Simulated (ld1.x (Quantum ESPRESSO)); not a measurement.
# Reading a pseudo-wave (N (Z = 7))

Columns: radius, all-electron u(r) and pseudo u(r) of the 2s shell (level -25.12 eV) of nitrogen in the configuration [He] 2s2 2p2.5; PBE, scalar-relativistic, RRKJ scheme, ld1.x (Quantum ESPRESSO) 7.5.

```tsv
r (bohr)	all-electron	pseudo
0.103	0.3940	-0.0373
0.205	0.2891	-0.1246
0.308	0.0281	-0.2576
0.410	-0.2447	-0.3977
0.513	-0.4807	-0.5345
0.615	-0.6605	-0.6688
0.718	-0.7875	-0.7875
0.820	-0.8650	-0.8650
0.923	-0.9033	-0.9033
1.025	-0.9105	-0.9105
1.128	-0.8948	-0.8948
1.230	-0.8631	-0.8631
1.332	-0.8205	-0.8205
1.435	-0.7706	-0.7706
1.538	-0.7171	-0.7171
1.640	-0.6627	-0.6627
1.743	-0.6082	-0.6082
1.845	-0.5557	-0.5557
1.948	-0.5051	-0.5051
2.050	-0.4579	-0.4579
2.153	-0.4133	-0.4133
2.255	-0.3725	-0.3725
2.358	-0.3345	-0.3345
2.460	-0.3002	-0.3002
2.562	-0.2688	-0.2688
2.665	-0.2402	-0.2402
```

(1) How many radial nodes do the two functions have?

(2) At about which radius was the pseudo-wave matched?

(3) Is the pseudo-wave norm-conserving?

## Answers

(1) The all-electron 2s function has n − l − 1 = 1; the pseudo-wave has 0, since the states of the same l below it are removed with the core.

(2) 0.75 bohr, where the columns begin to agree (steps of 0.10 bohr).

(3) Yes: the RRKJ scheme keeps the norm inside the radius equal to the all-electron one, which fixes the energy derivative of the logarithmic derivative at the level.
